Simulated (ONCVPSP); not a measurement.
# An all-electron radial function and its pseudo partner (Te (Z = 52))

Columns: radius, all-electron u(r) and pseudo u(r) of the 4p shell (level -133.82 eV) of tellurium in the configuration [Ar] 3d10 4s2 4p6 4d10 5s2 5p2; PBE, scalar-relativistic, ONCV scheme, ONCVPSP 4.0.1.

```tsv
r (bohr)	all-electron	pseudo
0.072	0.4465	0.0325
0.145	-0.2325	0.1276
0.217	-0.6901	0.2716
0.290	-0.5802	0.4510
0.362	-0.1523	0.6409
0.435	0.3472	0.8259
0.507	0.7631	0.9835
0.580	1.0560	1.1044
0.652	1.2171	1.1778
0.725	1.2743	1.2044
0.798	1.2537	1.1865
0.870	1.1834	1.1324
0.942	1.0845	1.0517
1.015	0.9706	0.9526
1.088	0.8539	0.8455
1.160	0.7428	0.7396
1.232	0.6395	0.6386
1.305	0.5448	0.5446
1.378	0.4609	0.4608
1.450	0.3886	0.3885
1.522	0.3262	0.3261
1.595	0.2720	0.2719
1.668	0.2261	0.2260
1.740	0.1878	0.1877
1.812	0.1556	0.1556
1.885	0.1283	0.1283
```

Problem. How many radial nodes do the two functions have?

Solution. The all-electron 4p function has n − l − 1 = 2; the pseudo-wave has 0, since the states of the same l below it are removed with the core.

Problem. At about which radius was the pseudo-wave matched?

Solution. 1.40 bohr. The columns agree to 0.0005 from 1.30 bohr on; several derivatives are matched, so the curves merge somewhat inside the radius.

Problem. Is the pseudo-wave norm-conserving?

Solution. Yes: the ONCV scheme keeps the norm inside the radius equal to the all-electron one, which fixes the energy derivative of the logarithmic derivative at the level.
